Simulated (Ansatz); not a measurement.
Cost and result up the ladder for H2Te3 (Te3H2) (5 atoms). Total charge 0; singlet. Geometry: PBE0-D4/def2-SVP.

```xyz
5

Te   -0.361    0.935   -1.928
Te   -0.037   -1.307   -0.421
Te    0.377   -0.391    2.108
H     1.263    1.116   -2.273
H    -1.242   -0.353    2.515
```

Ansatz on 4 threads of AMD EPYC 9B45 on a shared host. Times are rough, and most runs start from the orbitals of an earlier one. CAM-B3LYP-D4/def2-TZVP serves as the yardstick here, not as an exact answer. Differences are given only for rows in sets of like size (and for xTB, whose basis is part of the method), since another set adds its own error. Binding counts from free atoms at the same level (Te triplet, H doublet; other spins of the atoms weren't run), without zero-point energy or a counterpoise term.

In the def2 sets Te takes a core potential; there is no spin–orbit coupling. LC-ωPBE has ω = 0.4 bohr⁻¹. Correlated methods freeze 12 core orbitals; core or outer-core shells of Te are correlated, in sets that lack core-valence functions.

Correlated methods converge slowly with the basis.

```tsv
level	functions	wall time	binding energy per atom (eV)	difference from CAM-B3LYP-D4/def2-TZVP (eV)
PBE-D4/def2-SVP	88	0.3 s	2.12	–
LDA (SPW92)/def2-TZVP	162	0.35 s	2.54	0.54
PBE-D4/def2-TZVP	162	0.5 s	2.15	0.15
PBE0-D4/def2-SVP	88	0.55 s	2.01	–
PBE-D4/def2-TZVPD	195	0.8 s	2.15	0.16
LC-ωPBE/def2-TZVP	162	0.8 s	1.88	-0.12
PBE0-D4/def2-TZVP	162	0.85 s	2.05	0.06
HF/def2-TZVP	162	0.95 s	1.08	-0.92
r2SCAN-D4/def2-TZVP	162	0.95 s	2.04	0.05
CAM-B3LYP-D4/def2-TZVP	162	0.95 s	2.00	0.00
r2SCANh-D4/def2-TZVP	162	1.2 s	2.01	0.02
PBE0-D4/def2-TZVPD	195	1.2 s	2.06	0.06
r2SCAN0-D4/def2-TZVP (with forces)	162	1.8 s	1.97	-0.03
CCSD(T)/def2-TZVPP	178	35 s	1.95	-0.05
```
